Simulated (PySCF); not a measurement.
Species: C5H7F3S.
SMILES: `C(=C(/C(F)F)CF)/SC`

Level: PBE0/def2-SVPD in PySCF, non-relativistic, on one gas-phase PBE0-D3(BJ)/def2-SVP geometry that isn't relaxed in the solvent. The solvent is an IEF-PCM continuum (cavity from Bondi-type radii × 1.2), and excitations are vertical TDDFT with non-equilibrium linear response and a frozen core. The model holds no explicit solvent molecules, cavitation or dispersion.

Gas-phase singlets (H = HOMO, L = LUMO):

| state | E (eV) | λ (nm) | f | leading configurations |
| --- | --- | --- | --- | --- |
| S1 | 5.147 | 241 | 0.224 | H→L 92% |
| S2 | 5.538 | 224 | 0.014 | H→L+1 86% |
| S3 | 6.099 | 203 | 0.009 | H→L+2 75%, H→L+3 12% |
| S4 | 6.318 | 196 | 0.008 | H→L+3 85%, H→L+2 11% |
| S5 | 6.729 | 184 | 0.004 | H→L+4 87% |

What are the lowest 5 singlets in tetrahydrofuran (ε = 7.426)?

```tsv
state	E (eV)	λ (nm)	f	leading configurations	change by rank (eV)
S1	5.058	245	0.293	H→L 95%	-0.089
S2	5.611	221	0.005	H→L+1 90%	+0.073
S3	6.102	203	0.017	H→L+2 76%, H→L+3 12%	+0.003
S4	6.310	196	0.008	H→L+3 85%, H→L+2 12%	-0.008
S5	6.707	185	0.004	H→L+4 86%	-0.022
```

Give the list for dimethylsulfoxide (ε = 46.83), n² = 2.19.

```
state  E (eV)  λ (nm)      f  leading configurations  change by rank (eV)
   S1   5.047     246  0.301                 H→L 95%               -0.100
   S2   5.628     220  0.004               H→L+1 91%               +0.090
   S3   6.097     203  0.019    H→L+2 79%, H→L+3 10%               -0.002
   S4   6.313     196  0.008     H→L+3 88%, H→L+2 9%               -0.005
   S5   6.705     185  0.005               H→L+4 86%               -0.024
```

The ground-state energy changes by -0.243 eV from gas to dimethylsulfoxide. By how much does the total energy of gas-phase S1 change?

E(S1) = E(S0) + excitation energy, so it changes by -0.243 − 0.100 = -0.343 eV: it is lowered more than the ground state, which is what a red shift means. This is the vertical state, with the slow part of the continuum still set for S0.

How do the frontier levels move from gas to dimethylsulfoxide?

```tsv
orbital	gas (eV)	solvent (eV)	change (eV)
LUMO+2	0.67	0.79	+0.12
LUMO+1	0.24	0.57	+0.33
LUMO	-0.73	-0.58	+0.15
HOMO	-6.67	-6.51	+0.16
HOMO-1	-8.94	-8.76	+0.18
HOMO-2	-9.45	-9.31	+0.14
HOMO-3	-10.14	-10.00	+0.14
```

The HOMO–LUMO gap goes from 5.94 to 5.93 eV.

The run took about 60 s of CPU time (one thread, shared machine). This is the whole response run at PBE0/def2-SVPD in dimethylsulfoxide, SCF included.

Conformer computed: `[CH3:1][S:2]/[CH:3]=[C:4](/[CH2:5][F:6])[CH:7]([F:8])[F:9]`: C1–S2–C3–C4 157°, C3–C4–C5–F6 2°, C3–C4–C7–F8 -134°.
